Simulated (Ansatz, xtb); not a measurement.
**AsGeH6In: where a starting geometry ends**

The starting geometry of this gas-phase singlet has its atoms placed at random.

| atom | x (Å) | y (Å) | z (Å) |
| --- | --- | --- | --- |
| As | 0.2384 | 0.2480 | 1.7612 |
| Ge | -1.1154 | 1.2169 | -0.4350 |
| In | 0.3998 | -1.8049 | -0.6217 |
| H | -0.6744 | -1.2495 | 1.9641 |
| H | -0.4880 | -0.2215 | -0.6241 |
| H | 1.3981 | -0.4354 | 0.5590 |
| H | 0.6528 | 0.1236 | -1.5690 |
| H | -1.6904 | -0.1547 | 1.6912 |
| H | -0.2229 | -0.8055 | -2.0279 |

Question: Guess where an optimisation with r2SCAN-D4/def2-SVP ends from this start.

Answer: It falls apart into AsGeH4In + H2. Distances that change by over a tenth: As1–H4 (1.77 → 1.56 Å), As1–H6 (1.80 → 1.53 Å), Ge2–In3 (3.39 → 3.00 Å), In3–H5 (1.82 → 2.20 Å), In3–H7 (2.16 → 3.29 Å). Contacts that open: In3–H6 (2.07 → 3.61 Å), In3–H9 (1.83 → 3.43 Å). Contacts that close: As1–Ge2 (2.76 → 2.54 Å), Ge2–H8 (2.59 → 1.64 Å), H7–H9 (1.36 → 0.76 Å).

The energy falls by 7.86 eV over 42 steps:

```tsv
step	E − E(last) (eV)
1	7.863
6	0.765
10	0.221
15	0.031
19	0.008
24	0.003
28	0.001
33	0.001
37	0.000
42	0.000
```

Final geometry (Å):

```xyz
9

As    0.5824    0.1048    1.7834
Ge   -1.6007    0.9634    0.7984
In   -1.1720   -1.8643   -0.1090
H     0.6822   -1.3910    1.3471
H    -1.4047    0.2478   -0.6756
H     1.4325    0.5415    0.5945
H     1.1535   -0.3580   -1.8901
H    -2.3711   -0.4069    1.2485
H     1.1957   -0.9202   -2.3994
```

From the same start GFN2-xTB reaches the same bonding as this run.

From so rough a start the end depends on the optimiser's path, so another program may land elsewhere. The end wasn't checked by frequencies. Atoms past krypton carry core potentials, without spin–orbit terms. Run with Ansatz 0.2.0, 110 s on 2 threads of Intel(R) Xeon(R) 6975P-C (Granite Rapids) (shared host).
